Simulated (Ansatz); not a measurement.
C2H6GeSe can be A, `[SeH][CH]1[CH2][GeH2]1`, or B, `C=C[Se][GeH3]`.

Computed with Ansatz on PBE0-D4/def2-TZVP structures; ΔE is electronic, products minus reactants. CCSD(T)/CBS adds triple-zeta CCSD(T) − MP2 to the extrapolated MP2 energy (def2 sets, frozen cores). Functionals use def2-TZVPP. B3LYP here is the variant with VWN-RPA as its local correlation; programs differ in this. For Ge, Se outer-core shells are correlated without core-valence functions, which leaves a few kJ/mol of doubt a bond. Scalar relativity is left out up to krypton. One conformer a species, not always the lowest.

A:

```xyz
10

Se    0.5243    0.1458    2.1886
C     0.2655   -0.5550    0.4119
C     0.9697    0.2206   -0.6992
Ge   -0.9643    0.2728   -0.8505
H    -0.8329   -0.1233    2.6823
H     0.3763   -1.6328    0.3611
H     1.5409   -0.3632   -1.4130
H     1.4559    1.1470   -0.4132
H    -1.6983    1.5243   -0.3973
H    -1.6371   -0.6364   -1.8707
```

B:

Z-matrix (Å, degrees):
```
Ge
Se 1 2.353
H 1 1.537 2 110.9
H 1 1.538 2 108.4 3 120.4
H 1 1.534 2 106.4 3 -120.3
C 2 1.905 1 96.4 3 -72.0
C 6 1.324 2 122.9 1 141.0
H 6 1.086 2 115.5 1 -43.1
H 7 1.085 6 120.4 2 175.0
H 7 1.084 6 122.2 2 -4.5
```

Question: Which is lower in electronic energy at CCSD(T)/CBS, and by how much? (An estimate is asked.)

Answer: Computed: B, by 24.9 kcal/mol.

Question: Give E(B) − E(A) in kcal/mol with PBE-D4, B3LYP, HF/def2-TZVPP, CCSD/def2-TZVPP, B3LYP-D4, B2PLYP, MP2/def2-TZVPP. (An estimate is asked.)

Answer: The calculation gave: PBE-D4 -25.3, B3LYP -30.4, HF/def2-TZVPP -36.2, CCSD/def2-TZVPP -26.7, B3LYP-D4 -30.0, B2PLYP -28.3, MP2/def2-TZVPP -23.3. None reverses the order clearly.

Largest T1 diagnostic: 0.011.

In def2-TZVPP, CCSD(T) changes the Hartree–Fock value by +10.3 kcal/mol (the triples alone add +0.7 kcal/mol) and MP2 by +12.9 kcal/mol.
